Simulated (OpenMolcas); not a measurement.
Au4+ (d7) among equal point charges was computed by CASSCF with the d shell active (OpenMolcas, ANO-RCC-VTZP on the metal). Its lowest spin-free states, and all those of the highest spin:

| 2S+1 | Degeneracy | E (cm-1) |
| --- | --- | --- |
| 4 | 1 | 0.0 |
| 4 | 2 | 1700 |
| 4 | 1 | 3951 |
| 4 | 2 | 6604 |
| 4 | 1 | 10243 |
| 2 | 1 | 11580 |
| 2 | 2 | 15166 |
| 2 | 1 | 15461 |
| 4 | 2 | 17832 |
| 2 | 1 | 18031 |
| 2 | 2 | 18855 |
| 2 | 1 | 19408 |
| 4 | 1 | 27664 |

Question: Is the site octahedral, tetrahedral or cube-like, axial, or of lower symmetry?

Answer: The states with 2S+1 = 4 have orbital degeneracies 1, 2, 1, 2, 1, 2, 1. There are pairs but no triples, so the site is axial: not cubic, but with a proper or improper axis of order three or more. The run had Au4+ among 5 point charges of -2 e arranged as a square pyramid (C4v), 2.06 Å from the ion, with the axial distance 2.039 Å.

Spin-orbit coupling mixes the spin-free states strongly: the lowest level takes only 50 % from its leading state, 2S+1 = 4. Without dynamic correlation the repulsion within the d shell is too large (B by tens of per cent), so at a given field states of lower spin stand too high. This shell can be high or low spin here, a state of another spin lies low, and with metal d orbitals alone active their balance is uncertain, so the ground spin may be wrong. Point charges give a weaker field than real ligands, and real ions of this kind are as a rule low spin; the high spin found here belongs to the model. This is an electrostatic model: the charges have no orbitals. An unlabelled pair can be two single states that coincide in this model. No measured value stands beside these numbers.
